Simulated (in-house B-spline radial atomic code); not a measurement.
**Response and correlation of Ir XVI (Ir15+)**

Closed shell [Kr] 4d10 4f14 5s2. Computed with an all-electron radial atomic-structure program (B-spline basis): Dirac-Hartree-Fock, relativistic RPA (time-dependent Dirac-Hartree-Fock) for the response and second-order many-body perturbation theory for correlation, no-pair Dirac-Coulomb Hamiltonian, finite nucleus.

```csv
"multipole (bohr³, bohr⁵, bohr⁷)",uncoupled,coupled RPA
dipole,0.63946,0.59647
quadrupole,0.28105,0.32674
octupole,0.1828,?
```

Q: What is the coupled octupole polarisability?

A: 0.20083 atomic units, +10 % against the uncoupled value.

Q: Which subshells carry the dipole polarisability?

A: 5s1/2 79.9 %, 4f7/2 10.4 %, 4f5/2 7.6 %.

Q: What does the dipole shielding factor come to?

A: The dipole shielding factor is 0.804, against the exact N/Z = 62/77 = 0.805 of the non-relativistic theorem.

Dipole polarisability at imaginary frequency:

```csv
u (Eh),α(iu) (bohr³)
0,0.5965
3.2,0.2717
9.6,0.1094
19.2,0.05086
32,0.02528
64,0.008552
128,0.002637
320,0.0004968
```

Q: What dispersion coefficients follow for two such ions (the dispersion part alone)?

A: C6 = (3/π)∫α(iu)²du = 0.8594 hartree·bohr⁶ and C8 = 2.65 hartree·bohr⁸.

Lowest J = 1 odd-parity excitations:

```csv
energy (eV),oscillator strength,leading channel,weight
33.932,0.145,5s1/2 → p1/2,0.961
58.334,1.41,5s1/2 → p3/2,0.948
111.58,0.00139,4f7/2 → d5/2,0.451
115.39,0.33,4f5/2 → d5/2,0.466
116.52,0.775,4f7/2 → d5/2,0.449
184.48,0.0886,5s1/2 → p1/2,0.996
192.51,0.0791,5s1/2 → p3/2,0.995
218.29,0.0186,4f7/2 → d5/2,0.89
```

Second-order correlation energy by the highest angular momentum of the excited pair (hartree): s -0.03006, p -0.2915, d -0.7352, f -1.395, g -1.144, h -0.4097, i -0.1894, k -0.0954.

Q: What is the second-order correlation energy at the partial-wave limit?

A: The listed waves sum to -4.2905 hartree; extrapolating the increments as (l + 1/2)⁻⁴ gives -4.4855 hartree, -1.97 eV per electron.
